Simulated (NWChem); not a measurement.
A series in which one site is exchanged, each optimised at PBE0/def2-SVP with NWChem, gas phase unless a solvent is named. All stand in one matching conformer (torsions within 35°), which need not be the lowest. This build's default masses of Se (78.918 u) and Br (79.917 u) are each other's, which moves their modes by up to 0.6 %. Some are not confirmed as minima by frequencies. def2 effective core potentials on In; no spin-orbit coupling.

A: [OH][Ga]([F])[Br] (GaHOBrF; site = Ga)
B: [OH][In]([F])[Br] (InHOBrF; site = In)
C: [Br][Al]([F])[OH] (AlHOBrF; site = Al)
D: OB(F)Br (BHOBrF; site = B)

Problem. Rank them by lowest singlet excitation, B3LYP/def2-SVPD, TDA (eV), lowest first.

Solution. B (4.44), A (5.49), C (6.02), D (6.91)
